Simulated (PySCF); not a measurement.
C3H6OSi, SMILES O[Si@@H](C#C)C. Atoms are numbered in the order given.

```xyz
11

C      2.4136     0.8291     0.5114
C      1.2763     0.3931     0.4126
Si    -0.4355    -0.2718     0.2544
C     -1.5909     1.0482    -0.3557
O     -0.4691    -1.5020    -0.8719
H      3.4139     1.2158     0.5985
H     -0.8301    -0.7698     1.6074
H     -1.2588     1.4234    -1.3362
H     -2.6112     0.6481    -0.4663
H     -1.6255     1.8965     0.3457
H      0.1667    -2.2159    -0.7455
```
Charge 0, spin multiplicity 1.

Geometry optimised at r2SCAN-D4/def2-SVP. The structure was generated by enumeration; whether it is a known compound was not checked. The values are those of a single conformer.

All values below come from r2SCAN-D4/def2-SVP run with PySCF.

Frequencies are harmonic and unscaled.

```json
[
 {"mode": "1", "ν (cm⁻¹)": "113", "IR (km/mol)": "4.4", "Raman (Å⁴/amu)": "8.5", "depolarisation": "0.75", "moving atoms (share of kinetic energy)": "C 46 %, H 33 %, O 13 %"},
 {"mode": "2", "ν (cm⁻¹)": "141", "IR (km/mol)": "2.2", "Raman (Å⁴/amu)": "2.5", "depolarisation": "0.75", "moving atoms (share of kinetic energy)": "H 77 %, C 19 %"},
 {"mode": "3", "ν (cm⁻¹)": "166", "IR (km/mol)": "1.3", "Raman (Å⁴/amu)": "5.9", "depolarisation": "0.75", "moving atoms (share of kinetic energy)": "H 41 %, C 34 %, O 16 %, Si 9 %"},
 {"mode": "4", "ν (cm⁻¹)": "217", "IR (km/mol)": "65.2", "Raman (Å⁴/amu)": "1.3", "depolarisation": "0.71", "moving atoms (share of kinetic energy)": "H 64 %, C 18 %, O 15 %"},
 {"mode": "5", "ν (cm⁻¹)": "243", "IR (km/mol)": "34.8", "Raman (Å⁴/amu)": "1.3", "depolarisation": "0.67", "moving atoms (share of kinetic energy)": "H 46 %, O 23 %, C 22 %, Si 9 %"},
 {"mode": "6", "ν (cm⁻¹)": "334", "IR (km/mol)": "17.0", "Raman (Å⁴/amu)": "2.7", "depolarisation": "0.74", "moving atoms (share of kinetic energy)": "C 62 %, H 25 %, Si 11 %"},
 {"mode": "7", "ν (cm⁻¹)": "383", "IR (km/mol)": "60.8", "Raman (Å⁴/amu)": "3.3", "depolarisation": "0.68", "moving atoms (share of kinetic energy)": "C 54 %, O 21 %, Si 13 %, H 13 %"},
 {"mode": "8", "ν (cm⁻¹)": "593", "IR (km/mol)": "37.8", "Raman (Å⁴/amu)": "4.4", "depolarisation": "0.08", "moving atoms (share of kinetic energy)": "C 57 %, Si 25 %, H 15 %"},
 {"mode": "9", "ν (cm⁻¹)": "680", "IR (km/mol)": "43.5", "Raman (Å⁴/amu)": "4.4", "depolarisation": "0.67", "moving atoms (share of kinetic energy)": "H 67 %, C 22 %, Si 9 %"},
 {"mode": "10", "ν (cm⁻¹)": "710", "IR (km/mol)": "28.6", "Raman (Å⁴/amu)": "2.5", "depolarisation": "0.64", "moving atoms (share of kinetic energy)": "H 75 %, C 24 %"},
 {"mode": "11", "ν (cm⁻¹)": "726", "IR (km/mol)": "8.8", "Raman (Å⁴/amu)": "2.9", "depolarisation": "0.56", "moving atoms (share of kinetic energy)": "H 72 %, C 25 %"},
 {"mode": "12", "ν (cm⁻¹)": "729", "IR (km/mol)": "104.3", "Raman (Å⁴/amu)": "5.5", "depolarisation": "0.13", "moving atoms (share of kinetic energy)": "H 49 %, C 29 %, Si 21 %"},
 {"mode": "13", "ν (cm⁻¹)": "747", "IR (km/mol)": "25.4", "Raman (Å⁴/amu)": "4.1", "depolarisation": "0.25", "moving atoms (share of kinetic energy)": "H 72 %, C 19 %"},
 {"mode": "14", "ν (cm⁻¹)": "829", "IR (km/mol)": "116.6", "Raman (Å⁴/amu)": "6.7", "depolarisation": "0.31", "moving atoms (share of kinetic energy)": "H 53 %, O 33 %, Si 11 %"},
 {"mode": "15", "ν (cm⁻¹)": "853", "IR (km/mol)": "56.4", "Raman (Å⁴/amu)": "7.6", "depolarisation": "0.75", "moving atoms (share of kinetic energy)": "H 73 %, O 13 %, C 10 %"},
 {"mode": "16", "ν (cm⁻¹)": "889", "IR (km/mol)": "309.3", "Raman (Å⁴/amu)": "7.8", "depolarisation": "0.49", "moving atoms (share of kinetic energy)": "H 69 %, Si 17 %, C 9 %"},
 {"mode": "17", "ν (cm⁻¹)": "937", "IR (km/mol)": "138.2", "Raman (Å⁴/amu)": "5.1", "depolarisation": "0.71", "moving atoms (share of kinetic energy)": "H 48 %, Si 34 %, O 15 %"},
 {"mode": "18", "ν (cm⁻¹)": "1258", "IR (km/mol)": "35.2", "Raman (Å⁴/amu)": "2.2", "depolarisation": "0.11", "moving atoms (share of kinetic energy)": "H 76 %, C 23 %"},
 {"mode": "19", "ν (cm⁻¹)": "1423", "IR (km/mol)": "4.1", "Raman (Å⁴/amu)": "13.1", "depolarisation": "0.74", "moving atoms (share of kinetic energy)": "H 96 %"},
 {"mode": "20", "ν (cm⁻¹)": "1426", "IR (km/mol)": "3.3", "Raman (Å⁴/amu)": "11.4", "depolarisation": "0.75", "moving atoms (share of kinetic energy)": "H 96 %"},
 {"mode": "21", "ν (cm⁻¹)": "2128", "IR (km/mol)": "34.8", "Raman (Å⁴/amu)": "155.3", "depolarisation": "0.24", "moving atoms (share of kinetic energy)": "C 90 %, H 9 %"},
 {"mode": "22", "ν (cm⁻¹)": "2207", "IR (km/mol)": "155.5", "Raman (Å⁴/amu)": "144.5", "depolarisation": "0.20", "moving atoms (share of kinetic energy)": "H 97 %"},
 {"mode": "23", "ν (cm⁻¹)": "3041", "IR (km/mol)": "0.9", "Raman (Å⁴/amu)": "143.6", "depolarisation": "0.01", "moving atoms (share of kinetic energy)": "H 97 %"},
 {"mode": "24", "ν (cm⁻¹)": "3151", "IR (km/mol)": "2.1", "Raman (Å⁴/amu)": "107.5", "depolarisation": "0.73", "moving atoms (share of kinetic energy)": "H 91 %, C 9 %"},
 {"mode": "25", "ν (cm⁻¹)": "3154", "IR (km/mol)": "1.6", "Raman (Å⁴/amu)": "72.6", "depolarisation": "0.75", "moving atoms (share of kinetic energy)": "H 91 %, C 9 %"},
 {"mode": "26", "ν (cm⁻¹)": "3457", "IR (km/mol)": "47.9", "Raman (Å⁴/amu)": "44.1", "depolarisation": "0.25", "moving atoms (share of kinetic energy)": "H 86 %, C 14 %"},
 {"mode": "27", "ν (cm⁻¹)": "3883", "IR (km/mol)": "93.8", "Raman (Å⁴/amu)": "103.0", "depolarisation": "0.27", "moving atoms (share of kinetic energy)": "H 94 %"}
]
```
